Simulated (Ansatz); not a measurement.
Program: Ansatz. Geometries: PBE0-D4/def2-TZVP. ΔE: electronic, gas phase. CCSD(T)/CBS adds triple-zeta CCSD(T) − MP2 to the extrapolated MP2 energy (def2 sets, frozen cores). DFT in def2-TZVPP. B3LYP here is the variant with VWN-RPA as its local correlation; programs differ in this. For Ge outer-core shells are correlated without core-valence functions, which leaves a few kJ/mol of doubt a bond. Scalar relativity is left out up to krypton. One conformer a species, not always the lowest.

Reaction (redistribution): `C[Si](C)(C)[N]([GeH3])[Si](C)(C)C` + `CC(C)(C)[N]([GeH3])c1ccccc1` → `CC(C)(C)[N]([GeH3])[Si](C)(C)C` + `C[Si](C)(C)[N]([GeH3])c1ccccc1`

```tsv
level	ΔE (kJ/mol)
PBE-D4	12.7
B97M-V	16.8
r2SCANh-D4	16.8
BHLYP-D4	20.6
B2PLYP	17.5
B3LYP	15.9
CCSD(T)/def2-TZVPP	19.2
MP2/def2-QZVPP	20.3
```

Problem. What does CCSD(T)/CBS give? (An estimate is asked.)

Solution. Ansatz gave: +19.0 kJ/mol. The listed levels differ from it by -6.3, -2.2, -2.2, 1.6, -1.5, -3.1, 0.2, 1.3 kJ/mol.

Largest T1 diagnostic among the species: 0.011.

In def2-TZVPP, CCSD(T) changes the Hartree–Fock value by −6.7 kJ/mol (the triples alone add −1.0 kJ/mol) and MP2 by −5.4 kJ/mol. Leaving LDA and LC-ωPBE aside and taking each functional with its dispersion term where it has one, the values spread over 7.8 kJ/mol, from PBE-D4 to BHLYP-D4. LDA lies −3.1 kJ/mol from PBE without D4. From PBE to PBE0 (25 % exact exchange), in def2-TZVPP and without D4, ΔE moves by +3.3 kJ/mol.
